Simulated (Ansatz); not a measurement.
Input for Ansatz (a first-principles code): U-CCSD(T)/def2-SVP on FHMgSe (SMILES [F][Mg][SeH]), a point of a bond scan (R = 1.622 Å). The run froze 20 orbitals, filled d shells among them.

Ansatz 0.2 input:
```yaml
crystal:
  periodic: [false, false, false]
  atoms:
    - {symbol: Mg, position_ang: [0.53471100, -1.04785740, 0.34360513]}
    - {symbol: F, position_ang: [1.29905719, -2.54739150, 0.84087691]}
    - {symbol: Se, position_ang: [-0.50665601, 1.00609324, -0.37394579]}
    - {symbol: H, position_ang: [-0.91925106, 1.32239710, 1.16269782]}
basis:
  gaussian:
    orbitals: def2-SVP
correlation: {method: ccsd_t, electrons: outside_noble_gas}
scf: {omitted_lower_state_checks: [cluster_reference]}
magnetization: {spin_polarized: true, initial_magnetization: 0}
```

### Question
What total energy does the run end on?

### Answer
-2699.4972 hartree (reference determinant -2699.1329, T1 diagnostic 0.015).
